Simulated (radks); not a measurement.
All-electron atom: I3+ in [Kr] 4d10 5s2 5p2 (the NIST ground configuration).

All-electron calculation, scalar-relativistic Kohn-Sham, r2SCAN, spin-polarised, spherical densities, finite nucleus; open shells are filled with parallel spins first (spin-orbit coupling, left out, can overturn this in heavy ions); meta-GGA in the generalised Kohn-Sham scheme; Fermi nuclear charge, rms radius 4.75 fm. Program: a radial shooting solver on a logarithmic mesh with Libxc functionals.

Energy parts (eV):
| part | energy |
|---|---|
| total | -193606.936 |
| kinetic | 203223.202 |
| electron-nucleus | -466830.701 |
| Hartree | 74916.094 |
| exchange-correlation | -4915.530 |

Orbitals (lengths in bohr, moments of r in powers of bohr):
[
 {"orbital": "1s up", "occ.": "1", "eigenvalue (eV)": "-33074.55", "<1/r>": "56.83"},
 {"orbital": "1s down", "occ.": "1", "eigenvalue (eV)": "-33074.41", "<1/r>": "56.83"},
 {"orbital": "2s up", "occ.": "1", "eigenvalue (eV)": "-5154.717", "<1/r>": "13.04"},
 {"orbital": "2s down", "occ.": "1", "eigenvalue (eV)": "-5154.701", "<1/r>": "13.04"},
 {"orbital": "2p up", "occ.": "3", "eigenvalue (eV)": "-4626.845", "<1/r>": "12.46"},
 {"orbital": "2p down", "occ.": "3", "eigenvalue (eV)": "-4626.759", "<1/r>": "12.46"},
 {"orbital": "3s up", "occ.": "1", "eigenvalue (eV)": "-1073.079", "<1/r>": "4.683"},
 {"orbital": "3s down", "occ.": "1", "eigenvalue (eV)": "-1073.011", "<1/r>": "4.683"},
 {"orbital": "3p up", "occ.": "3", "eigenvalue (eV)": "-900.8875", "<1/r>": "4.446"},
 {"orbital": "3p down", "occ.": "3", "eigenvalue (eV)": "-900.7933", "<1/r>": "4.445"},
 {"orbital": "3d up", "occ.": "5", "eigenvalue (eV)": "-643.4069", "<1/r>": "4.199"},
 {"orbital": "3d down", "occ.": "5", "eigenvalue (eV)": "-643.3079", "<1/r>": "4.199"},
 {"orbital": "4s up", "occ.": "1", "eigenvalue (eV)": "-217.3952", "<1/r>": "1.880"},
 {"orbital": "4s down", "occ.": "1", "eigenvalue (eV)": "-217.1677", "<1/r>": "1.879"},
 {"orbital": "4p up", "occ.": "3", "eigenvalue (eV)": "-163.1166", "<1/r>": "1.724"},
 {"orbital": "4p down", "occ.": "3", "eigenvalue (eV)": "-162.9141", "<1/r>": "1.723"},
 {"orbital": "4d up", "occ.": "5", "eigenvalue (eV)": "-83.6437", "<1/r>": "1.444"},
 {"orbital": "4d down", "occ.": "5", "eigenvalue (eV)": "-83.3233", "<1/r>": "1.449"},
 {"orbital": "5s up", "occ.": "1", "eigenvalue (eV)": "-48.0742", "<1/r>": "0.7039"},
 {"orbital": "5s down", "occ.": "1", "eigenvalue (eV)": "-45.3262", "<1/r>": "0.7160"},
 {"orbital": "5p up", "occ.": "2", "eigenvalue (eV)": "-35.5363", "<1/r>": "0.6103"},
 {"orbital": "5p down", "occ.": "0", "eigenvalue (eV)": "-32.5043", "<1/r>": "0.6206"}
]

The highest occupied level is 5p up at -35.536 eV. The density falls to 0.001 e/bohr^3 at r = 3.64 bohr. Spin moment in Bohr magnetons: 2. The spin density at the nucleus is -3.279 e/bohr^3 (1s -0.613, 2s 0.249, 3s 0.372, 4s 1.212, 5s -4.499). For comparison, the ionisation energy in NIST's Atomic Spectra Database is 40.36 eV (measured). In exact Kohn-Sham theory the highest level is minus the ionisation energy, but local and semilocal functionals leave it too shallow, through self-interaction and a potential that decays too fast; potentials with the right tail come closer.
